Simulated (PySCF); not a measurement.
Se(Br)(SiH3) (BrH3SeSi), SMILES [SiH3][Se]Br.

The structure is a stationary point at PBE-D3(BJ)/def2-SVP. This is a generated structure with no PubChem entry under its InChIKey; it may be hypothetical.

Two levels are set side by side: PBE/def2-TZVPD (PySCF) and ωB97X/def2-TZVPD (PySCF). Same geometry, gas phase. Differences are taken from unrounded values.

```json
[
 {"quantity": "orbital gap (eV)", "ωB97X": "8.49", "PBE": "2.12", "PBE minus ωB97X": "-6.37"},
 {"quantity": "highest occupied level (eV)", "ωB97X": "-9.27", "PBE": "-5.88", "PBE minus ωB97X": "3.39"},
 {"quantity": "lowest empty level (eV)", "ωB97X": "-0.78", "PBE": "-3.76", "PBE minus ωB97X": "-2.98"},
 {"quantity": "dipole moment (D)", "ωB97X": "1.63", "PBE": "1.40", "PBE minus ωB97X": "-0.23"},
 {"quantity": "mean polarisability (bohr³)", "ωB97X": "81.3", "PBE": "84.8", "PBE minus ωB97X": "3.6"}
]
```

PBE's occupied levels lie high since its potential decays too fast outside the molecule; exact exchange lowers them and widens the gap. PBE's more diffuse valence density responds more strongly to a field. Differences between two approximate levels are no errors against the true value.

Rough cost on one machine, each run with all the roots and properties that it gave: ωB97X against PBE within a factor of 2.
